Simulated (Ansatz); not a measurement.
`C[SiH](C)CCl` → `CCl` + `C[Si]C`  (silylene formation by 1,1-elimination)

Computed with Ansatz on PBE0-D4/def2-TZVP structures; ΔE is electronic, products minus reactants. CBS: MP2 limit from def2 TZ/QZ plus the TZ coupled-cluster correction, frozen cores. This one scheme is used for every species. DFT in def2-TZVPP. B3LYP here is the variant with VWN-RPA as its local correlation; programs differ in this. Each species was taken in one conformer, which may not be the lowest.

```
             level  ΔE (kJ/mol)  difference from CCSD(T)/CBS
         r2SCAN-D4        245.2                         14.6
           ωB97X-V        240.9                         10.3
           ωB97M-V        227.8                         -2.8
            B2PLYP        220.7                         -9.9
            r2SCAN        241.7                         11.1
              PBE0        228.2                         -2.4
             B3LYP        205.9                        -24.7
     HF/def2-TZVPP        210.7                        -19.9
   CCSD/def2-TZVPP        222.5                         -8.1
CCSD(T)/def2-TZVPP        225.9                         -4.7
     HF/def2-QZVPP        210.1                        -20.5
    MP2/def2-QZVPP        246.0                         15.4
SCS-MP2/def2-QZVPP        234.5                          3.9
      HF/CBS(def2)        210.1                        -20.5
     MP2/CBS(def2)        248.2                         17.6
    CCSD/CBS(def2)        227.3                         -3.3
       CCSD(T)/CBS        230.6                            0
```

Largest T1 diagnostic among the species: 0.012.

In def2-TZVPP, CCSD(T) changes the Hartree–Fock value by +15.2 kJ/mol (the triples alone add +3.3 kJ/mol) and MP2 by +32.8 kJ/mol. The D4 term adds +18.6 kJ/mol with B3LYP and +10.6 kJ/mol with PBE0; it sums over pairs of atoms, weighted by their polarisabilities, and B3LYP, whose exchange is more repulsive, gets the larger term. From PBE to PBE0 (25 % exact exchange), in def2-TZVPP and without D4, ΔE moves by +12.6 kJ/mol.
